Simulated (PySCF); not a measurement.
Cost of one run: excited-state job, `[Cl][Ga]([Br])[Br]`.

Method: TDDFT LDA/def2-SVPD, vertical, gas phase, core orbitals frozen in the response (PySCF 2.14.0, density-fitted response routines). Geometry: PBE0-D3(BJ)/def2-SVP. Work: 10 singlets by full TDDFT, 4 Tamm–Dancoff triplets, polarisability, ΔSCF ions, density fitting. A driver script takes a list of jobs; this job's settings line and coordinates (Å) are shown.

Command:
```bash
OMP_NUM_THREADS=1 python probes_run.py task.json out
```

Input:
```
{"job": {"kind": "uv", "xc": "LDA", "basis": "def2-SVPD", "ip": true}, "charge": 0, "multiplicity": 1}
Cl    -1.238119    -1.725604    -0.330980
Ga    -0.010304    -0.020130    -0.010028
Br     1.204874     0.812096    -1.725834
Br     0.059329     0.909943     2.048451
```

Hardware: one thread, Arm Neoverse V1 (aarch64), no GPU (shared host). PySCF's memory limit was set to 1760 MB.

Task: How large is the basis?

Result: 147 functions for 118 electrons, with 953 fitting functions; the fitted three-index integrals, 953 × 147 × 148/2 numbers of 8 bytes, come to 79 MiB.

Task: Which is nearest to the wall time?
A. 74 s
B. 9.8 min
C. 74 min

Result: A. The run took 74 s. The SCF took 12 cycles.

Task: How much memory does it need at the peak?

Result: About 0.54 GiB. Peak memory is the resident size of the whole Python process, interpreter and libraries included.

The SCF part of the output:
```
coarse grid: 28400 points
cycle   1  E = -7520.8455205276  dE = -2.218e+00  |g| = 8.922e-01  |ddm| = 2.955e+00
cycle   2  E = -7520.5569707700  dE =  2.885e-01  |g| = 1.511e+00  |ddm| = 2.582e+00
cycle   3  E = -7520.9335313074  dE = -3.766e-01  |g| = 2.371e-01  |ddm| = 2.018e+00
cycle   4  E = -7520.9481012006  dE = -1.457e-02  |g| = 4.995e-02  |ddm| = 3.545e-01
cycle   5  E = -7520.9488728886  dE = -7.717e-04  |g| = 1.287e-02  |ddm| = 8.730e-02
cycle   6  E = -7520.9489158608  dE = -4.297e-05  |g| = 6.912e-03  |ddm| = 2.818e-02
cycle   7  E = -7520.9489309826  dE = -1.512e-05  |g| = 4.285e-04  |ddm| = 1.049e-02
cycle   8  E = -7520.9489310471  dE = -6.452e-08  |g| = 8.754e-05  |ddm| = 8.216e-04
final grid: 51184 points
cycle   9  E = -7520.9489384785  dE = -8.721e-08  |g| = 1.164e-04  |ddm| = 1.049e-03
cycle  10  E = -7520.9489384743  dE =  4.251e-09  |g| = 1.885e-04  |ddm| = 3.661e-04
cycle  11  E = -7520.9489384813  dE = -7.087e-09  |g| = 2.923e-05  |ddm| = 2.398e-04
cycle  12  E = -7520.9489384815  dE = -1.965e-10  |g| = 6.417e-06  |ddm| = 4.551e-05
converged SCF energy = -7520.9489384815
```

On the final grid dE counts from the start density on that grid.

Other jobs ran on the host; a repeat could differ by tens of per cent or more.
